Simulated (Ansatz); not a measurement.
Species: C3H7Si, charge -1, multiplicity 1. It need not be the lowest isomer of its formula. Whether it binds its extra electron was not tested at this geometry. 
Structure (B3LYP-D3(BJ)/def2-TZVP (Ansatz, an electronic-structure program) minimum search):
```
C
H 1 1.0922
H 1 1.0938 2 109.05
C 1 1.4687 2 110.64 3 122.69
C 4 1.3399 1 127.52 2 -141.55
H 5 1.0841 4 121.76 1 -174.63
H 5 1.0855 6 116.93 4 -178.08
H 4 1.0895 5 117.47 6 -0.08
Si 1 2.0262 2 106.51 3 -116.37
H 9 1.5428 1 95.16 2 -72.40
H 9 1.5486 10 93.33 1 -95.89
```
Charge -1, spin multiplicity 1.

Basis-set convergence of Hartree-Fock and CCSD correlation energies (hartree) with Ansatz. Correlated levels leave the core frozen unless marked. No spin-orbit coupling. Non-relativistic. This anion needs diffuse functions, which these sets lack.

```csv
basis,functions,E(HF),"E(corr, CCSD)"
cc-pV(D+d)Z,100,-406.55585,-0.58419
cc-pV(T+d)Z,227,-406.60279,-0.69376
cc-pV(Q+d)Z,439,[?],[?]
```

Question: What belongs in the gaps?

Answer: 
- cc-pV(Q+d)Z, E(HF): -406.61610
- cc-pV(Q+d)Z, E(corr, CCSD): -0.72631
